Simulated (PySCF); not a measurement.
A GIAO shielding run with PySCF 2.14 (density fitting, non-relativistic, gas phase) on SMILES CCC[Si@H](N)NC=O, C₄H₁₂N₂OSi:

```
$ OMP_NUM_THREADS=1 python probes_run.py task.json out

{"job": {"kind": "nmr", "xc": "PBE0", "basis": "pcSseg-1"}, "charge": 0, "multiplicity": 1}
C     -2.969932    -0.721320     0.017662
C     -1.534553    -0.342245    -0.330061
C     -0.784574     0.212578     0.878330
Si     1.014922     0.700695     0.523739
N      1.045159     1.705200    -0.869590
N      1.855654    -0.777183     0.056112
C      3.127994    -0.682172    -0.344521
O      3.724906     0.365335    -0.413031
H     -2.987016    -1.481947     0.796149
H     -3.515069     0.147745     0.380047
H     -3.488476    -1.112146    -0.855267
H     -1.014260    -1.222737    -0.713050
H     -1.538731     0.404730    -1.124839
H     -1.314630     1.089623     1.248350
H     -0.817916    -0.520223     1.685758
H      1.675137     1.167200     1.749363
H      0.530328     2.571176    -0.869260
H      1.954162     1.841758    -1.287436
H      1.432016    -1.688898     0.081936
H      3.599732    -1.646490    -0.613429
```

Hardware: 1 thread of an AMD EPYC 9B45, shared host. The job also computes population analyses, field gradients.

(1) How large is the calculation?

(2) How long does it take, and how much memory does it need?

## Answers

(1) 72 electrons, 203 basis functions and 1066 auxiliary functions.

(2) 24 s of wall time, with 14 SCF cycles and 5 response iterations; peak memory 0.97 GiB. Times on a shared host scatter by some tens of per cent.
